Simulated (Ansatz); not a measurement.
Reaction (SMILES): [B]=N (B-NH) → N=[B-] (closed-shell singlet) (an electron is taken up)
B3LYP-D3(BJ)/def2-TZVP geometries, fixed; electronic energies without zero-point terms; positive where energy is released.

Basis-set convergence of the adiabatic electron affinity at CCSD(T) with Ansatz (a program for electronic structure). Cartesian d functions, on some or all atoms, in 6-31G*, 6-31G**; all else is spherical. Cores are frozen. Open shells are unrestricted. No added dispersion term, no relativity. Functions are those of the species that has most. Reference: Hartree-Fock in aug-cc-pVQZ plus the correlation part extrapolated as X^-3 from aug-cc-pVTZ and aug-cc-pVQZ, 1.773 eV, itself unsure by roughly 0.006 eV (a third of the extrapolation step and of the last Hartree-Fock step). Deviations are taken from unrounded values.

```json
[
 {"basis": "3-21G", "functions": "20", "adiabatic electron affinity (eV)": "-0.134", "minus reference (eV)": "-1.907"},
 {"basis": "6-31G", "functions": "20", "adiabatic electron affinity (eV)": "-0.087", "minus reference (eV)": "-1.860"},
 {"basis": "pcseg-0", "functions": "20", "adiabatic electron affinity (eV)": "0.398", "minus reference (eV)": "-1.375"},
 {"basis": "6-31G*", "functions": "32", "adiabatic electron affinity (eV)": "0.244", "minus reference (eV)": "-1.529"},
 {"basis": "cc-pVDZ", "functions": "33", "adiabatic electron affinity (eV)": "0.848", "minus reference (eV)": "-0.925"},
 {"basis": "pcseg-1", "functions": "33", "adiabatic electron affinity (eV)": "0.881", "minus reference (eV)": "-0.892"},
 {"basis": "6-31G**", "functions": "35", "adiabatic electron affinity (eV)": "0.279", "minus reference (eV)": "-1.494"},
 {"basis": "6-311G**", "functions": "42", "adiabatic electron affinity (eV)": "1.016", "minus reference (eV)": "-0.757"},
 {"basis": "cc-pVTZ", "functions": "74", "adiabatic electron affinity (eV)": "1.412", "minus reference (eV)": "-0.361"},
 {"basis": "pcseg-2", "functions": "74", "adiabatic electron affinity (eV)": "1.523", "minus reference (eV)": "-0.250"},
 {"basis": "cc-pVQZ", "functions": "140", "adiabatic electron affinity (eV)": "1.595", "minus reference (eV)": "-0.178"},
 {"basis": "pcseg-3", "functions": "153", "adiabatic electron affinity (eV)": "1.689", "minus reference (eV)": "-0.083"}
]
```

Of the sets listed that have larger relatives (same family, alike in diffuse functions), none stays within 0.05 eV of the reference together with them.
